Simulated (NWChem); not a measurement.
All runs are NWChem calculations. System: HNaO, charge 0, spin multiplicity 1, at a geometry optimised with PBE0/def2-SVP. The structure started from a generated list of species. Level: G0W0@PBE/def2-TZVP, RI basis def2-tzvp-rifit.

Output (cleaned and shortened):

```
             Northwest Computational Chemistry Package (NWChem) 7.3.0
             --------------------------------------------------------

                                NWChem Input Module
                                -------------------

 Scaling coordinates for geometry "geometry" by  1.889725989
 (inverse scale =  0.529177249)

 Turning off AUTOSYM since
 SYMMETRY directive was detected!

                             Geometry "geometry" -> ""
                             -------------------------

 Output coordinates in angstroms (scale by  1.889725989 to convert to a.u.)

  No.       Tag          Charge          X              Y              Z
 ---- ---------------- ---------- -------------- -------------- --------------
    1 Na                  11.0000     0.00000000     0.00000000    -0.90678400
    2 O                    8.0000     0.00000000     0.00000000     1.00200400
    3 H                    1.0000     0.00000000     0.00000000     1.95858800

 Effective nuclear repulsion energy (a.u.)      30.8534615413

            Nuclear Dipole moment (a.u.)
            ----------------------------
        X                 Y               Z
 ---------------- ---------------- ----------------
     0.0000000000     0.0000000000    -0.0000075589

      Symmetry information
      --------------------

 Group name             C2v
 Group number             16
 Group order               4
 No. of unique centers     3

      Symmetry unique atoms

     1    2    3


 Summary of "ao basis" -> "" (spherical)
 ------------------------------------------------------------------------------
       Tag                 Description            Shells   Functions and Types
 ---------------- ------------------------------  ------  ---------------------
 *                         def2-tzvp                  on all atoms

 new library libraries.bse/

 Summary of "ri basis" -> "" (spherical)
 ------------------------------------------------------------------------------
       Tag                 Description            Shells   Functions and Types
 ---------------- ------------------------------  ------  ---------------------
 *                      def2-tzvp-rifit               on all atoms

  pbe96 is a nonlocal functional; adding pw91lda local functional.

                                 NWChem DFT Module
                                 -----------------

 Summary of "ao basis" -> "ao basis" (spherical)
 ------------------------------------------------------------------------------
       Tag                 Description            Shells   Functions and Types
 ---------------- ------------------------------  ------  ---------------------
 Na                        def2-tzvp                12       32   5s4p3d
 O                         def2-tzvp                11       31   5s3p2d1f
 H                         def2-tzvp                 4        6   3s1p

 Summary of "ao basis" -> "ao basis" (spherical)
 ------------------------------------------------------------------------------
       Tag                 Description            Shells   Functions and Types
 ---------------- ------------------------------  ------  ---------------------
 Na                        def2-tzvp                12       32   5s4p3d
 O                         def2-tzvp                11       31   5s3p2d1f
 H                         def2-tzvp                 4        6   3s1p

      Symmetry analysis of basis
      --------------------------

        a1         33
        a2          6
        b1         15
        b2         15

            General Information
            -------------------
          SCF calculation type: DFT
          Wavefunction type:  closed shell.
          No. of atoms     :     3
          No. of electrons :    20
           Alpha electrons :    10
            Beta electrons :    10
          Charge           :     0
          Spin multiplicity:     1
          Use of symmetry is: on ; symmetry adaption is: on
          Maximum number of iterations: 100
          This is a Direct SCF calculation.
          AO basis - number of functions:    69
                     number of shells:    27
          Convergence on energy requested:  1.00D-06
[...]
                       DFT Final Molecular Orbital Analysis
                       ------------------------------------

 Vector    8  Occ=2.000000D+00  E=-2.838651D-01  Symmetry=a1
              MO Center= -6.4D-16, -5.2D-17,  1.0D+00, r^2= 9.0D-01
   Bfn.  Coefficient  Atom+Function         Bfn.  Coefficient  Atom+Function
  ----- ------------  ---------------      ----- ------------  ---------------
    40      0.381630  2 O  pz                43      0.295243  2 O  pz
    37     -0.216282  2 O  s                 65      0.215674  3 H  s
    46      0.178926  2 O  pz                64      0.164250  3 H  s
    36     -0.157525  2 O  s                  4     -0.133044  1 Na s
    66      0.119047  3 H  s                  8      0.111323  1 Na pz

 Vector    9  Occ=2.000000D+00  E=-1.339579D-01  Symmetry=b1
              MO Center=  9.5D-16,  1.9D-16,  9.6D-01, r^2= 1.0D+00
   Bfn.  Coefficient  Atom+Function         Bfn.  Coefficient  Atom+Function
  ----- ------------  ---------------      ----- ------------  ---------------
    38      0.447696  2 O  px                41      0.353868  2 O  px
    44      0.349929  2 O  px                12      0.090127  1 Na px
    15      0.053453  1 Na px                 6     -0.052968  1 Na px
    31     -0.036893  1 Na d  1              67      0.027094  3 H  px

 Vector   10  Occ=2.000000D+00  E=-1.339579D-01  Symmetry=b2
              MO Center= -7.6D-17, -1.7D-16,  9.6D-01, r^2= 1.0D+00
   Bfn.  Coefficient  Atom+Function         Bfn.  Coefficient  Atom+Function
  ----- ------------  ---------------      ----- ------------  ---------------
    39      0.447700  2 O  py                42      0.353871  2 O  py
    45      0.349934  2 O  py                13      0.090093  1 Na py
    16      0.053449  1 Na py                 7     -0.052964  1 Na py
    29      0.036897  1 Na d -1              68      0.027094  3 H  py

 Vector   11  Occ=0.000000D+00  E=-6.513090D-02  Symmetry=a1
              MO Center=  4.6D-15, -2.1D-15, -1.9D+00, r^2= 5.8D+00
   Bfn.  Coefficient  Atom+Function         Bfn.  Coefficient  Atom+Function
  ----- ------------  ---------------      ----- ------------  ---------------
     4      0.530369  1 Na s                  5      0.419700  1 Na s
    17     -0.257213  1 Na pz                14     -0.210247  1 Na pz
     3     -0.190675  1 Na s                  8      0.090929  1 Na pz
    36     -0.083797  2 O  s                 66      0.079899  3 H  s
    65      0.060001  3 H  s                  2      0.058415  1 Na s

 Vector   12  Occ=0.000000D+00  E= 8.516430D-03  Symmetry=b2
              MO Center= -3.1D-18,  3.1D-15, -1.1D+00, r^2= 1.1D+01
   Bfn.  Coefficient  Atom+Function         Bfn.  Coefficient  Atom+Function
  ----- ------------  ---------------      ----- ------------  ---------------
    13      0.929324  1 Na py                29     -0.113527  1 Na d -1
    45     -0.110564  2 O  py                39     -0.109245  2 O  py
    16      0.093755  1 Na py                 7     -0.092255  1 Na py
    42     -0.080057  2 O  py

 Vector   13  Occ=0.000000D+00  E= 8.516436D-03  Symmetry=b1
              MO Center= -4.1D-15, -3.2D-17, -1.1D+00, r^2= 1.1D+01
   Bfn.  Coefficient  Atom+Function         Bfn.  Coefficient  Atom+Function
  ----- ------------  ---------------      ----- ------------  ---------------
    12      0.929321  1 Na px                31      0.113529  1 Na d  1
    44     -0.110577  2 O  px                38     -0.109262  2 O  px
    15      0.093752  1 Na px                 6     -0.092253  1 Na px
    41     -0.080071  2 O  px

 center of mass
 --------------
 x =   0.00000000 y =   0.00000000 z =  -0.13447461

 moments of inertia (a.u.)
 ------------------
         137.936565497949           0.000000000000           0.000000000000
           0.000000000000         137.936565497949           0.000000000000
           0.000000000000           0.000000000000           0.000000000000

     Multipole analysis of the density
     ---------------------------------

     L   x y z        total         alpha         beta         nuclear
     -   - - -        -----         -----         ----         -------
     0   0 0 0     -0.000000    -10.000000    -10.000000     20.000000

     1   1 0 0     -0.000000     -0.000000     -0.000000      0.000000
     1   0 1 0     -0.000000     -0.000000     -0.000000      0.000000
     1   0 0 1     -2.311950     -1.155971     -1.155971     -0.000008

     2   2 0 0     -9.815087     -4.907543     -4.907543      0.000000
     2   1 1 0     -0.000000     -0.000000     -0.000000      0.000000
     2   1 0 1     -0.000000     -0.000000     -0.000000      0.000000
     2   0 2 0     -9.814797     -4.907398     -4.907398      0.000000
     2   0 1 1     -0.000000     -0.000000     -0.000000      0.000000
     2   0 0 2     -4.508077    -39.594859    -39.594859     74.681641

 Task  times  cpu:       13.4s     wall:       13.4s

                                NWChem Input Module
                                -------------------

                                 NWChem GW Module
                                 ----------------

                             ***********************
                             ***        GW       ***
                             ***********************

 Summary of "ri basis" -> "ri basis" (spherical)
 ------------------------------------------------------------------------------
       Tag                 Description            Shells   Functions and Types
 ---------------- ------------------------------  ------  ---------------------
 Na                     def2-tzvp-rifit             29       99   10s8p6d5f
 O                      def2-tzvp-rifit             22       76   8s6p4d3f1g
 H                      def2-tzvp-rifit              7       15   4s2p1d

                 Memory Information
                 ------------------
          Available GA per process is          1700.0 MBs
          Available stack per process is        700.0 MBs
          Available heap per process is           0.0 MBs

          Peak memory in Initialization
              Peak GA per process is                  1.5 MBs
              Peak stack per process is               0.1 MBs
              Peak heap per process is                1.7 MBs
              Memory not in MA per process            0.0 MBs

          Peak memory in AFF Calculation
              Peak GA per process is                  4.7 MBs
              Peak stack per process is               2.7 MBs
              Peak heap per process is                0.0 MBs
              Memory not in MA per process            2.7 MBs

          Computing 2-center integrals
          Computing Inverse Cholesky factor
          Computing 3-center integrals
          Computing V_xc ...

          Computing Sigma_x
          Computing RPA polarizability
          Solving quasiparticle equations

                  Alpha Orbitals
          State     Energy (eV)     Error (eV)
          -----------------------------------
@GW         7        -22.895           0.005
@GW         8        -10.463           0.004
@GW         9         -6.066           0.005
@GW        10         -6.066           0.004
@GW        11          0.066           0.004
@GW        12          1.625           0.003

   Applying  -2.4211 eV scissor-shift to rest of particle states

   Applying   1.8379 eV scissor-shift to rest of hole states

     GW Timing Statistics
   ------------------------
   Init.   :          0.1s
     ERIs  :          0.3s
     Distr.:          0.0s
     Vxc   :          0.1s
   Sigma_x :          0.0s
   RPA     :          0.1s
   Wmn     :          0.0s
   Sigma_c :          0.0s
   GW total:          0.5s

 Task  times  cpu:        0.5s     wall:        0.5s

 Total times  cpu:       13.9s     wall:       13.9s
```

Problem. Write an NWChem input that would produce this output.

Solution. Several could match; the one computed here: 
```
start mol
memory heap 200 mb stack 700 mb global 1700 mb
geometry units angstroms nocenter noautoz
  Na     0.000000     0.000000    -0.906784
  O      0.000000     0.000000     1.002004
  H      0.000000     0.000000     1.958588
  symmetry group C2v
end
basis spherical
  * library def2-tzvp
end
basis "ri basis" bse spherical
  * library def2-tzvp-rifit
end
dft
  xc xpbe96 cpbe96
  iterations 100
  direct
  tolerances tight
end
task dft energy
gw
  states alpha occ 4 vir 2
end
task dft gw
```
